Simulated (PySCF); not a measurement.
[AlBr2]+, singlet: structure and spectrum

These are results of PySCF, PBE0, basis Al def2-TZVP, Br def2-TZVP (no relativity, density fitting), not measurements.

The structure is a minimum.

```xyz
3
charge 1 multiplicity 1, angstrom
Al    0.0000    0.0000    0.0000
Br    2.1486    0.0000    0.0000
Br   -2.1486    0.0000    0.0000
```

| Quantity | Value |
| --- | --- |
| Point group | D∞h |
| Bond lengths | Al–Br 2.149 Å (×2) |
| Bond angles | Br–Al–Br 180.0° |
| Dipole moment about the centre of mass | 0.00 D |
| Principal polarisabilities | 42.0, 42.0, 85.7 bohr³ |
| Zero-point energy | 7.0 kJ/mol |
| Entropy at 298.15 K and 1 bar | 286.7 J/(mol K) |
| Lowest empty level | -8.39 eV |
| Heat capacity Cp at 298.15 K | 56.3 J/(mol K) |
| Rotational constants | 0.02314 cm⁻¹ |
| Enthalpy at 298.15 K above 0 K | 13.92 kJ/mol |
| Rotational symmetry number | 2 |
| Highest occupied level | -14.75 eV |
| Principal quadrupole moments (Buckingham, traceless) about the centre of mass | -5.67, -5.67, 11.34 D Å |

Harmonic modes (masses in u: Al 26.982, Br 78.918):
| symmetry | ω (cm⁻¹) | IR (km/mol, summed over degenerate members) | μ (u) |
| --- | --- | --- | --- |
| πu | 118 | 65.4 | 29.85 |
| σg+ | 259 | 0.0 | 78.92 |
| σu+ | 673 | 149 | 29.85 |

In D∞h the vibrations span πu + σg+ + σu+. The σg+ mode carries no infrared intensity, as symmetry demands. With a centre of inversion only u modes can be infrared active and only g modes Raman active.

Charges (e):
```
 atom  Mulliken  Löwdin  polar tensor  Mayer order to Al1
  Al1      0.67   -0.18          1.36                   –
Br2,3      0.16    0.59         -0.18                1.64
```

Mulliken populations on Al1: s 4.84, p 7.10, d 0.30, f 0.09.

Outer orbital energies (eV). occupied: -27.94, -27.72, -18.04, -16.45, -15.10, -15.10, -14.75, -14.75; empty: -8.39, -6.99, -6.99, -2.70.

Counting electrons, aluminium keeps none of its valence electrons outside its bonds, so the VSEPR class is AX2 and the expected shape is linear (D∞h), as computed.

Other isomers or separated fragments may lie lower.

The final relaxation and frequency run took of the order of 50 core-seconds on a shared host.
